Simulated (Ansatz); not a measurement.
`C[SiH2]BO[SiH3]`, charge 0, multiplicity 1.

**Question.** Give a relaxed structure at PBE0-D4/def2-TZVP (Ansatz). (Estimate.)

**Answer.** Computed: 
Z-matrix (Å, degrees):
```
C
Si 1 1.880
H 1 1.093 2 110.6
H 1 1.093 2 111.0 3 -119.8
H 1 1.092 2 111.1 3 120.1
B 2 2.032 1 112.1 3 55.9
H 2 1.497 1 108.8 3 -62.5
H 2 1.492 1 110.0 3 -179.2
O 6 1.351 2 120.5 1 143.8
H 6 1.212 2 121.4 1 -37.6
Si 9 1.660 6 132.0 2 178.3
H 11 1.482 9 107.9 6 120.9
H 11 1.482 9 107.9 6 -120.2
H 11 1.485 9 110.0 6 0.4
```
This is one stationary point; other conformers may exist.
